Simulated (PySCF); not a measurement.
[Mo(NMe)(CN)4]-, C5H3MoN5 (charge -1 and doublet state).
Cartesian coordinates in Å at the PBE0-D3(BJ)/def2-SVP level; atoms count from 1:
```
atom  x, y, z in Å
Mo1   -0.0026    0.0019   -0.6823
N2     0.0019   -0.0067    1.0023
C3     0.0043   -0.0188    2.4137
H4    -0.9539    0.3662    2.7991
H5     0.1486   -1.0468    2.7845
H6     0.8211    0.6137    2.7984
C7     2.0498   -0.0010   -1.2502
N8     3.1793   -0.0032   -1.5407
C9     0.0051    2.0583   -1.2372
N10    0.0096    3.1892   -1.5222
C11   -2.0589    0.0157   -1.2354
N12   -3.1908    0.0231   -1.5170
C13   -0.0131   -2.0521   -1.2436
N14   -0.0199   -3.1836   -1.5261
```

Method: PySCF, PBE0-D3(BJ)/def2-SVP geometry optimisation, gas phase, def2 core potentials past Kr.

Q: Which atoms are bound to Mo1, and at what distances?

A: 5 atoms: N2 1.685 Å, C13 2.129 Å, C11 2.129 Å, C7 2.130 Å, C9 2.130 Å. The nearest atom not counted as bound is C3, at 3.10 Å.

Q: List the angles at Mo1.

A: 
```tsv
angle	degrees	distance of the outer atoms (Å)
C9–Mo1–C13	149.6	4.11
C7–Mo1–C11	149.5	4.11
N2–Mo1–C9	105.4	3.05
N2–Mo1–C7	105.3	3.04
N2–Mo1–C11	105.2	3.04
N2–Mo1–C13	105.0	3.04
C7–Mo1–C13	86.2	2.91
C11–Mo1–C13	86.2	2.91
C9–Mo1–C11	86.0	2.90
C7–Mo1–C9	85.9	2.90
```

Q: What is the shape at Mo1?

A: Square pyramidal: τ5 = (β − α)/60° = 0.00 from the two widest angles, 149.6° and 149.5° (0 for a square pyramid, 1 for a trigonal bipyramid).

Q: What are the other bond lengths?

A: N2–C3 1.411 Å; C7–N8 and 3 like bonds 1.166 Å. (A selection.)

Q: Give some angles away from the centre.

A: Mo1–N2–C3 179.8°, Mo1–C7–N8 179.0°.

Point group: near Cs, missed by 0.24 Å at most; the miss may be what the optimiser left on a soft mode. Charge -1, doublet. ⟨S²⟩ = 0.767 (exact for a doublet: 0.75). The geometry's basis has no diffuse functions, a weakness for an anion. Not checked by PBE0-D3(BJ)/def2-SVP frequencies.

The run took 10 min wall on one thread of an Arm Neoverse V2, no GPU, shared host, and the process peaked at 1.1 GiB of memory. These figures are those of the optimisation.
